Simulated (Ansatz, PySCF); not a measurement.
Gas-phase reaction (SMILES): N[SiH2][SiH2]N -> [NH][SiH2][SiH2]N + H atom; the H-N bond at the site shown breaks (other sites are not compared here).

Each molecule is optimised on its own at B3LYP-D3(BJ)/def2-TZVP (Ansatz, a first-principles code), one conformer each, not searched for the lowest. Valence correlation only, unless marked. Open shells are spin-unrestricted. Spin-orbit coupling is left out. No relativistic terms. Basis-set limits of correlation are two-point, X^-3; Hartree-Fock from the larger set. Thermal terms are rigid-rotor harmonic-oscillator values from B3LYP-D3(BJ) frequencies (PySCF) at 298.15 K and 1 atm. 1 Eh = 627.5095 kcal/mol. Atoms have translation alone. Electronic entropy comes from spin alone.

```
species            E, CCSD(T)/CBS(cc-pV(T+d)Z,cc-pV(Q+d)Z) (Ansatz) (Eh)  E, wB97X-V/def2-TZVPD (Ansatz) (Eh)  H - E (Eh)  G - E (Eh)
-----------------  -----------------------------------------------------  -----------------------------------  ----------  ----------
N[SiH2][SiH2]N                                                -692.40777                           -693.28959     0.09526     0.05510
[NH][SiH2][SiH2]N                                             -691.72218                           -692.60738     0.08125     0.03985
H atom                                                          -0.49995                             -0.50049     0.00236    -0.01065
```

**Question.** Work out ΔE and ΔH, ΔG, ΔS and the equilibrium constant at 298.15 K at the first level, then ΔH at the second.

**Answer.** 
1. ΔE = [(-691.72218) + (-0.49995)] - [(-692.40777)] = 0.18564 Eh = 116.5 kcal/mol at CCSD(T)/CBS(cc-pV(T+d)Z,cc-pV(Q+d)Z).
2. The terms H - E add up to -0.01165 Eh, so ΔH = (0.18564 + (-0.01165))×627.5095 = 109.2 kcal/mol.
3. The terms G - E add up to -0.02590 Eh, so ΔG = 100.2 kcal/mol, and ΔS = (-0.01165 - (-0.02590))×627509.5/298.15 = 30.0 cal/(mol K).
4. log10 K = -ΔG/(RT ln 10) = -73.4, with RT ln 10 = 1.3642 kcal/mol.
5. With ΔH and ΔS taken as constant, ΔG changes sign near ΔH/ΔS = 3640 K, a rough figure that leaves out heat capacities.
6. At wB97X-V/def2-TZVPD the same steps give ΔE = 114.0 and ΔH = 106.7 kcal/mol, a shift of -2.5 from the first level.
7. These values are not checked against measurement here, since the tables used lack a sound gas-phase enthalpy of formation for at least one species.
